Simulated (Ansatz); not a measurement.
Conformers of `CC(C)B(O)O`, each relaxed with PBE0-D4/def2-TZVP in Ansatz. CBS adds the triple-zeta coupled-cluster correction to the MP2 limit.

Not all of them had a frequency check.

Conformer A:

Cartesian coordinates in Å:
```
C -1.407 -0.666 -0.430
C -0.370 0.199 0.291
C -0.113 1.496 -0.466
B 0.942 -0.632 0.594
O 2.196 -0.261 0.189
O 0.831 -1.793 1.300
H -2.348 -0.124 -0.561
H -1.615 -1.582 0.125
H -1.055 -0.954 -1.425
H -0.790 0.456 1.274
H -1.037 2.060 -0.620
H 0.304 1.301 -1.461
H 0.578 2.157 0.067
H 2.201 0.562 -0.304
H 1.684 -2.219 1.427
```

Conformer B:

Cartesian coordinates in Å:
```
C -1.312 -0.778 -0.535
C -0.413 0.058 0.382
C -0.616 1.548 0.137
B 1.085 -0.411 0.236
O 2.004 0.439 -0.317
O 1.398 -1.676 0.660
H -2.365 -0.515 -0.393
H -1.073 -0.601 -1.588
H -1.202 -1.848 -0.342
H -0.706 -0.171 1.415
H -0.011 2.158 0.812
H -0.332 1.820 -0.883
H -1.664 1.829 0.276
H 2.896 0.094 -0.395
H 2.311 -1.946 0.535
```

Task: Which is lowest in electronic energy at CCSD(T)/CBS (frozen core, def2 sets), and by how much? (An estimate is asked.)

Result: Ansatz gave: A; B lies 12.8 kJ/mol higher.

Task: Give the energies relative to A (kJ/mol) with r2SCAN-D4/def2-TZVPP, PBE0-D4/def2-TZVPP, PBE0/def2-TZVPP, B3LYP/def2-TZVPP, SCS-MP2/def2-TZVPP, CCSD/def2-TZVPP, MP2/CBS(def2). (An estimate is asked.)

Result: The calculation gave: 
| level | B |
| --- | --- |
| r2SCAN-D4/def2-TZVPP | 13.7 |
| PBE0-D4/def2-TZVPP | 13.7 |
| PBE0/def2-TZVPP | 13.5 |
| B3LYP/def2-TZVPP | 12.0 |
| SCS-MP2/def2-TZVPP | 12.2 |
| CCSD/def2-TZVPP | 12.7 |
| MP2/CBS(def2) | 12.5 |

B3LYP here is the variant with VWN-RPA as its local correlation; programs differ in this.
